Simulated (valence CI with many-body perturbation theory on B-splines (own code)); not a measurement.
**Xe²⁺ in brief**

Calculated by valence CI with perturbative core correlation (CI+MBPT): six valence electrons over a frozen Dirac-Fock core [Kr] 4d10, radial functions for each j: 9 s, 9 p, 8 d, 6 f, 3 g, 1 h, with the one-electron correlation potential Σ1, the two-electron term Σ2, the three-electron term Σ3, Breit, model QED; selected CI, second order for the rest, scaled by the run's own slope (own B-spline code, finite nucleus).

Against 29 measured levels this calculation errs by 195 cm⁻¹ on average and by 442 at most. These come from a selection out of Saloman, J. Phys. Chem. Ref. Data 33, 765 (2004). Levels without a partner in it may be off by more. Among the levels kept, up to 1200 cm⁻¹ of a level comes from second order outside the variational space, and about a tenth of that is noise between levels of different J, which matters for small intervals.

Names give the largest LS component (configuration and term), which can be under half, so a name can repeat, a term be missing and a line seem to break the LS rules; names also repeat where a configuration has a term twice.

Rates and lifetimes use the calculated energies. Strong lines usually hold to 10 to 20 %, long lifetimes can be off by a factor of two.

Task: What is the ground level?

Result: 5s2 5p4 3P_2, composition 84 % 5s2 5p4 3P + 11 % 5s2 5p4 1D, g = 1.442.

Task: Name the longest-lived excited levels whose lifetime is computed, and their main decay.

Result: 5s2 5p4 3P_0 at 8170 cm⁻¹ lives 23.4 s, mostly by E2 to 5s2 5p4 3P_2; 5s2 5p3 5d 5D°_4 at 111910 cm⁻¹ lives 1.33 s, mostly by M2 to 5s2 5p4 3P_2; 5s2 5p3 5d 3G°_5 at 132001 cm⁻¹ lives 364 ms, mostly by M1 to 5s2 5p3 5d 5D°_4.

Task: How is the term 3P of the ground level split?

Result: J = 2 at 0.0, J = 0 at 8170, J = 1 at 9760 cm⁻¹.

Task: How well does LS coupling describe the low levels?

Result: Among the lowest 20 levels the leading LS term, summed over configurations, holds 82 % on average. For single configurations the figures are 72 % in LS and 57 % in jj coupling. Terms mix most in the J = 2 level at 116994 cm⁻¹, where the leading one holds 53 %.

Task: Where does the other parity begin?

Result: At 5s 5p5 3P°_2, 97885 cm⁻¹.

Task: Among levels below 138267 cm⁻¹, which E1 lines absorb most strongly from the ground level?

Result: to 5s2 5p3 6s 3S°_1 at 79.59 nm, f = 0.138; to 5s2 5p3 6s 3D°_2 at 74.26 nm, f = 0.0854; to 5s2 5p3 5d 3G°_3 at 77.97 nm, f = 0.0408.

Task: What are the static dipole polarisabilities of the lowest levels?

Result: 5s2 5p4 3P_2 12.4; 5s2 5p4 3P_0 12.5; 5s2 5p4 3P_1 12.7 (tensor 0.048); 5s2 5p4 1D_2 12.8 (tensor 0.053) bohr³, of which the core gives 0.835.
